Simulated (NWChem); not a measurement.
A series in which one site is exchanged, each optimised at PBE0/def2-SVP with NWChem, gas phase unless a solvent is named. For some, no frequency run checked for a minimum. def2 effective core potentials on In; no spin-orbit coupling.

A: [Cl][InH2] (InH2Cl; site = H)
B: [F][InH][Cl] (InHClF; site = F)
C: [Cl][InH][Br] (InHBrCl; site = Br)
D: [Cl][InH][Cl] (InHCl$_{2}$; site = Cl)

```tsv
quantity	A	B	C	D
dipole (D), PBE0/def2-SVP	___	3.00	2.41	2.59
orbital gap (eV), PBE0/def2-SVP	___	7.10	6.41	6.86
vertical ionisation energy, ΔSCF, PBE0/def2-SVP (eV)	___	11.38	10.61	11.00
static polarisability, PBE0/def2-SVPD (bohr³)	___	48.0	72.9	63.9
lowest singlet excitation, PBE0/def2-SVPD, TDA (eV)	___	5.75	5.13	5.59
```

Some entries are withheld; supply them.


- dipole (D), PBE0/def2-SVP, A: 2.80
- orbital gap (eV), PBE0/def2-SVP, A: 6.11
- vertical ionisation energy, ΔSCF, PBE0/def2-SVP (eV), A: 10.38
- static polarisability, PBE0/def2-SVPD (bohr³), A: 52.2
- lowest singlet excitation, PBE0/def2-SVPD, TDA (eV), A: 4.89
